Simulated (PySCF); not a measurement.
PySCF input for GeHBr, SMILES [GeH][Br] (connectivity only; charge and spin as stated), neutral, multiplicity 1, PBE0-D3(BJ)/def2-TZVP. The structure is a stationary point at PBE0-D3(BJ)/def2-TZVP.

```python
import numpy as np
from pyscf import gto, scf, dft, df
from pyscf.hessian import thermo

mol = gto.M(
    atom='''
    Ge    0.05082257   -1.20168534    0.00000000
    H    -1.54251760   -1.32872640    0.00000000
    Br   -0.00239442    1.13664735    0.00000000
    ''',
    basis='def2-TZVP',
    charge=0,
    spin=0,
    max_memory=1600,
    verbose=3,
)
mf = dft.RKS(mol, xc='pbe0').density_fit(auxbasis='def2-universal-jkfit')
mf.disp = 'd3bj'
mf.grids.level = 3
mf.conv_tol = 1e-11
mf.max_cycle = 100
mf.kernel()

# [left out here: the lines that compute and print the analytic Hessian (its translational invariance restored by hand, since the grid's response is missing), thermochemistry and intensities]
```

It prints:

```
converged SCF energy = -4651.21349058928

WARN: DFTD3 does not support analytical Hessian, using finite difference


WARN: Mole.unit (angstrom) is changed to Bohr

Mode                                 0                   1                   2
Irrep
Freq [cm^-1]                      292.9204            700.9299           1910.9137
Reduced mass [au]                  65.5854              1.0295              1.0222
Force const [Dyne/A]                3.3156              0.2980              2.1993
Char temp [K]                     421.4473           1008.4820           2749.3794
Normal mode                   x     y     z       x     y     z       x     y     z
       0  Ge                -0.00  0.08 -0.00    0.01 -0.01  0.00   -0.01 -0.00  0.00
       1   H                -0.00  0.05 -0.00   -0.05  0.98 -0.00    0.99  0.06  0.00
       2  Br                 0.00 -0.08 -0.00   -0.01 -0.00 -0.00    0.00 -0.00 -0.00
temperature 298.1500 [K]
pressure 101325.00 [Pa]
Rotational constants [GHz] 199.84720 2.40776 2.37910
Symmetry number 1
Zero-point energy (ZPE) 0.00662 [Eh]   17374.347 [J/mol]
                           tot       elec      trans        rot        vib
Entropy [J/mol/K]       275.792      0.000    171.528     96.883      7.381
Cv [J/mol/K]             35.533      0.000     12.472     12.472     10.590
Cp [J/mol/K]             43.848      0.000     20.786     12.472     10.590
Internal energy [J/mol]                      3718.434   3718.434  18797.952
Internal energy [Eh]   -4651.20350  -4651.21349
Enthalpy [J/mol]                             6197.391   3718.434  18797.952
Enthalpy [Eh]          -4651.20255
Gibbs free energy [J/mol]                  -44943.678 -25167.206  16597.405
Gibbs free energy [Eh] -4651.23387
static polarisability / bohr^3: [[47.574  1.12   0.   ]
 [ 1.116 71.932 -0.   ]
 [-0.    -0.    37.137]]
largest difference of analytic and finite-field dipole derivatives / e: 0.001609673749618512
mode   freq/cm-1   IR/(km/mol)   Raman/(A^4/amu)   depolarisation
   1      292.92        37.868            11.006            0.296
   2      700.93        22.108            13.491            0.580
   3     1910.91       313.167           209.399            0.346
max |gradient| / (hartree/bohr): 4.821875678719831e-05
APT charges: [ 0.7373 -0.2312 -0.5062]
```

Self-consistency was reached.
